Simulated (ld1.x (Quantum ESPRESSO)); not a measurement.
**osmium (Os): excitation energies, all-electron against PAW**

```json
{
  "Element": "osmium (Os)",
  "Generator": "ld1.x (Quantum ESPRESSO) 7.5",
  "Type": "PAW",
  "Functional": "LDA (PZ)",
  "Relativity": "fully relativistic",
  "Frozen core": "[Kr] 4d10 4f14",
  "Valence charge": "16",
  "Reference configuration": "5s2 5p6 5d6 6s1.5 6p0 (charge +0.5)",
  "Partial waves": "5s (bound): rcut 1.30, rcutus 1.40 bohr; 6s (bound): rcut 1.30, rcutus 1.40 bohr; 5p (bound): rcut 1.80, rcutus 2.45 bohr; 6p (bound, empty): rcut 1.80, rcutus 2.45 bohr; 5d (bound): rcut 1.85, rcutus 2.15 bohr; 5d channel at 0.05 Ry: rcut 1.85, rcutus 2.15 bohr",
  "Local potential": "all-electron potential smoothed inside 1.35 bohr (lloc = -1)",
  "Core correction": "Bessel-smoothed model core inside 0.85 bohr",
  "Augmentation charge": "PSQ, inside the norm-conserving radii"
}
```

Open shells are filled in proportion to 2j + 1 (rel_dist='average').

Energies are relative to the spin-unpolarised reference configuration 5s2 5p6 5d6 6s1.5 6p0; without spin polarisation the order of configurations can differ from experiment. Not all tests gave a result: 2 of 7 tests not solved or not reliable. Left out of the table: 5s2 5p6 5d6 6s1 6p1 (solver errors, printed error -280 meV); 5s2 5p6 5d6 6s0 6p2 (solver errors, printed error -631 meV).

```
valence configuration  charge  ΔE all-electron (eV)  error AE − PS (meV)
  5s2 5p6 5d6 6s1 6p0      +1                 5.821                 +0.1
  5s2 5p6 5d6 6s0 6p0      +2                23.106                 +0.4
  5s2 5p5 5d6 6s2 6p0      +1                53.883                  -18
  5s2 5p6 5d5 6s2 6p0      +1                 7.265                 +2.3
```

Q: What are ΔE and the potential's error for 5s2 5p6 5d6 6s2 6p0?

A: ΔE = -4.048 eV all-electron; the error (AE − PS) is 0.0 meV.

Levels in the configuration 5s2 5p6 5d6 6s2 6p0:

```tsv
level	all-electron (eV)	pseudo (eV)
5s j=1/2	-91.618	-91.621
5p j=1/2	-60.013	-60.016
5p j=3/2	-47.640	-47.642
5d j=3/2	-7.115	-7.116
5d j=5/2	-6.059	-6.060
6s j=1/2	-6.392	-6.392
```

These tests converged, but a pseudo level misses the all-electron one widely, so the file describes the atom poorly there or has found another state: 5s2 5p6 5d6 6s0 6p0: empty 6p by 9.1 eV (a node warning on the way); 5s2 5p5 5d6 6s2 6p0: empty 6p by 3.1 eV; 5s2 5p6 5d5 6s2 6p0: empty 6p by 5.2 eV.

The ghost test of this file was not conclusive.
